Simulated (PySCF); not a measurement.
Job for PySCF: R-HF/3-21G on CH5AlS (SMILES [CH3][AlH][SH]), a point of a torsion scan.

```python
from pyscf import gto, scf, dft, mp
from pyscf.data.elements import chemcore

mol = gto.M(
    atom='''
    C    -1.39643664   -0.18750752    0.05296901
    Al    0.30383156    0.73297227   -0.36817395
    S     0.63644326    2.88957834   -0.10669248
    H    -2.26185979    0.41551055   -0.25066101
    H    -1.48695271   -1.16022523   -0.44071294
    H    -1.51676177   -0.36712901    1.12806939
    H     1.55932399    0.03404401   -0.92913565
    H     1.90787663    2.73940424   -0.47861278
    ''',
    basis='3-21g',
    charge=0, spin=0, verbose=3, max_memory=1800)
mf = scf.RHF(mol)
mf.conv_tol = 1e-8
mf.max_cycle = 100
mf.kernel()
if not mf.converged:
    mf = mf.newton().run(mf.mo_coeff, mf.mo_occ)
```

Predict the final total energy.

-676.7477 hartree.
